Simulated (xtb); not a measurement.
diisopropyl telluride (C₆H₁₄Te), singlet, from a rough starting geometry; xtb with GFN2-xTB.

Input for xtb:
```
$ xtb mol.xyz --gfn 2 --opt vtight --json

# file mol.xyz
21

C      2.03753867     1.06150025     0.33828919
C      1.57692456    -0.35341717     0.31948854
C      2.68488838    -1.30074796     0.11105007
Te     0.08265571    -0.72097915    -1.31031031
C     -1.62220214    -0.07818810    -0.06180876
C     -1.89848065     1.44483831    -0.26943834
C     -2.78063272    -0.89547002    -0.39022096
H      2.54964549     1.37606336    -0.53259129
H      2.73978116     1.23166743     1.18909334
H      1.16989141     1.73446302     0.50266091
H      1.04490391    -0.61243625     1.21188744
H      2.43839514    -2.33330720     0.19193060
H      3.48491018    -1.07991150     0.84049172
H      3.15719467    -1.17790203    -0.85279744
H     -1.28056100    -0.27180505     0.96326547
H     -1.11525808     2.06805563     0.05907616
H     -2.19487348     1.61140026    -1.29359830
H     -2.78999003     1.69205665     0.44036883
H     -2.62054782    -1.93415390    -0.29955248
H     -3.10754164    -0.76178435    -1.44830506
H     -3.66942469    -0.68031273     0.29123398
```

Output, abridged:

```
   ID    Z sym.   atoms
    1    6 C      1-3, 5-7
    2   52 Te     4
    3    1 H      8-21

           -------------------------------------------------
          |                Calculation Setup                |
           -------------------------------------------------

           -------------------------------------------------
          |                 G F N 2 - x T B                 |
           -------------------------------------------------

          ...................................................
          :                      SETUP                      :
          :.................................................:
          :  # basis functions                  48          :
          :  # atomic orbitals                  47          :
          :  # shells                           29          :
          :  # electrons                        44          :
          :  max. iterations                   250          :
          :  Hamiltonian                  GFN2-xTB          :
          :  restarted?                      false          :
          :  GBSA solvation                  false          :
          :  PC potential                    false          :
          :  electronic temp.          300.0000000     K    :
          :  accuracy                    1.0000000          :
          :  -> integral cutoff          0.2500000E+02      :
          :  -> integral neglect         0.1000000E-07      :
          :  -> SCF convergence          0.1000000E-05 Eh   :
          :  -> wf. convergence          0.1000000E-03 e    :
          :  Broyden damping             0.4000000          :
          :  net charge                          0          :
          :  unpaired electrons                  0          :
          ...................................................

 iter      E             dE          RMSdq      gap      omega  full diag
   1    -23.2449077 -0.232449E+02  0.609E+00    4.03       0.0  T
   2    -23.1867641  0.581436E-01  0.940E+00    3.16       1.0  T
   3    -22.8030964  0.383668E+00  0.142E+01    2.77       1.0  T
   4    -23.3466299 -0.543534E+00  0.756E-01    3.95       1.0  T
   5    -23.3527221 -0.609214E-02  0.103E+00    3.79       1.0  T
   6    -23.3539124 -0.119028E-02  0.222E-01    3.89       1.0  T
   7    -23.3540066 -0.942525E-04  0.155E-01    3.88       1.0  T
   8    -23.3541744 -0.167824E-03  0.287E-02    3.87       1.0  T
   9    -23.3541756 -0.113955E-05  0.182E-02    3.87       1.2  T
  10    -23.3541764 -0.873025E-06  0.913E-03    3.87       2.4  T
  11    -23.3541770 -0.542448E-06  0.341E-03    3.87       6.4  T
  12    -23.3541770 -0.281688E-07  0.136E-03    3.87      16.1  T
  13    -23.3541770 -0.184458E-07  0.347E-04    3.87      63.0  T
  14    -23.3541770 -0.908056E-09  0.134E-04    3.87     163.2  T

   *** convergence criteria satisfied after 14 iterations ***

         :::::::::::::::::::::::::::::::::::::::::::::::::::::
         ::                     SUMMARY                     ::
         :::::::::::::::::::::::::::::::::::::::::::::::::::::
         :: total energy             -23.040764340423 Eh    ::
         :: gradient norm              0.131566284213 Eh/a0 ::
         :: HOMO-LUMO gap              3.865841859505 eV    ::
         ::.................................................::
         :: SCC energy               -23.354116245750 Eh    ::
         :: -> isotropic ES            0.004360231334 Eh    ::
         :: -> anisotropic ES          0.005662468148 Eh    ::
         :: -> anisotropic XC          0.007988176704 Eh    ::
         :: -> dispersion             -0.015451035285 Eh    ::
         :: repulsion energy           0.313351905326 Eh    ::
         :: add. restraining           0.000000000000 Eh    ::
         :: total charge              -0.000000000000 e     ::
         :::::::::::::::::::::::::::::::::::::::::::::::::::::

      -----------------------------------------------------------
[...]
 * total energy  :   -23.0570328 Eh     change       -0.1155932E-05 Eh
 * total energy  :   -23.0570339 Eh     change       -0.1093856E-05 Eh
 * total energy  :   -23.0570349 Eh     change       -0.1031992E-05 Eh
 * total energy  :   -23.0570359 Eh     change       -0.9764742E-06 Eh
 * total energy  :   -23.0570368 Eh     change       -0.9212331E-06 Eh
 * total energy  :   -23.0570377 Eh     change       -0.8683412E-06 Eh
 * total energy  :   -23.0570385 Eh     change       -0.8245840E-06 Eh
 * total energy  :   -23.0570393 Eh     change       -0.7780504E-06 Eh
 * total energy  :   -23.0570400 Eh     change       -0.7375521E-06 Eh
 * total energy  :   -23.0570407 Eh     change       -0.6980798E-06 Eh
 * total energy  :   -23.0570414 Eh     change       -0.6624422E-06 Eh
 * total energy  :   -23.0570414 Eh     change       -0.6004065E-08 Eh
   *** GEOMETRY OPTIMIZATION CONVERGED AFTER 122 ITERATIONS ***
         :: total energy             -23.057041368077 Eh    ::
[...]
     2   6 C        3.757    -0.029    21.148     6.557
     3   6 C        3.795    -0.101    22.425     6.743
     4  52 Te       1.901     0.033   418.818    37.825
     5   6 C        3.756    -0.030    21.157     6.558
     6   6 C        3.784    -0.101    22.443     6.748
     7   6 C        3.788    -0.102    22.457     6.749
     8   1 H        0.925     0.037     2.493     2.469
     9   1 H        0.924     0.030     2.585     2.514
    10   1 H        0.925     0.031     2.569     2.507
    11   1 H        0.925     0.019     2.756     2.596
    12   1 H        0.925     0.032     2.557     2.501
    13   1 H        0.925     0.034     2.531     2.488
    14   1 H        0.925     0.030     2.585     2.514
    15   1 H        0.925     0.019     2.750     2.593
    16   1 H        0.925     0.035     2.515     2.480
    17   1 H        0.925     0.033     2.543     2.494
    18   1 H        0.924     0.030     2.582     2.513
    19   1 H        0.925     0.036     2.498     2.472
    20   1 H        0.925     0.030     2.586     2.515
    21   1 H        0.925     0.032     2.552     2.498

 Mol. C6AA /au·bohr⁶  :       5005.951852
 Mol. C8AA /au·bohr⁸  :     187708.906545
 Mol. α(0) /au        :        113.077979

Wiberg/Mayer (AO) data.
largest (>0.10) Wiberg bond orders for each atom

 ---------------------------------------------------------------------------
     #   Z sym  total        # sym  WBO       # sym  WBO       # sym  WBO
 ---------------------------------------------------------------------------
     1   6 C    3.997 --     2 C    1.032     8 H    0.987    10 H    0.986
                             9 H    0.977
     2   6 C    3.987 --     3 C    1.032     1 C    1.032    11 H    0.979
                             4 Te   0.931
     3   6 C    3.996 --     2 C    1.032    14 H    0.990    12 H    0.988
                            13 H    0.978
     4  52 Te   1.915 --     2 C    0.931     5 C    0.930
     5   6 C    3.986 --     7 C    1.032     6 C    1.032    15 H    0.979
                             4 Te   0.930
     6   6 C    3.997 --     5 C    1.032    17 H    0.988    16 H    0.985
                            18 H    0.978
     7   6 C    3.996 --     5 C    1.032    20 H    0.989    19 H    0.986
                            21 H    0.978
     8   1 H    0.999 --     1 C    0.987
     9   1 H    0.999 --     1 C    0.977
    10   1 H    0.999 --     1 C    0.986
    11   1 H    1.000 --     2 C    0.979
    12   1 H    0.999 --     3 C    0.988
    13   1 H    0.997 --     3 C    0.978
    14   1 H    0.999 --     3 C    0.990
    15   1 H    1.000 --     5 C    0.979
    16   1 H    0.999 --     6 C    0.985
    17   1 H    0.999 --     6 C    0.988
    18   1 H    0.999 --     6 C    0.978
    19   1 H    0.999 --     7 C    0.986
    20   1 H    0.999 --     7 C    0.989
    21   1 H    0.999 --     7 C    0.978
 ---------------------------------------------------------------------------

Topologies differ in total number of bonds
Writing topology from bond orders to xtbtopo.mol

molecular dipole:
                 x           y           z       tot (Debye)
 q only:        0.009       0.006      -0.044
   full:       -0.021       0.225       0.497       1.389
molecular quadrupole (traceless):
                xx          xy          yy          xz          yz          zz
 q only:        0.056       0.096       0.233      -0.034       0.033      -0.288
  q+dip:        1.588       0.213      -0.103       0.287      -1.937      -1.485
   full:        3.870      -0.632      -2.318       0.646      -0.581      -1.552

optimized geometry written to: xtbopt.xyz

           -------------------------------------------------
          | TOTAL ENERGY              -23.057041368077 Eh   |
          | GRADIENT NORM               0.000066054243 Eh/α |
          | HOMO-LUMO GAP               3.996604760003 eV   |
           -------------------------------------------------
```
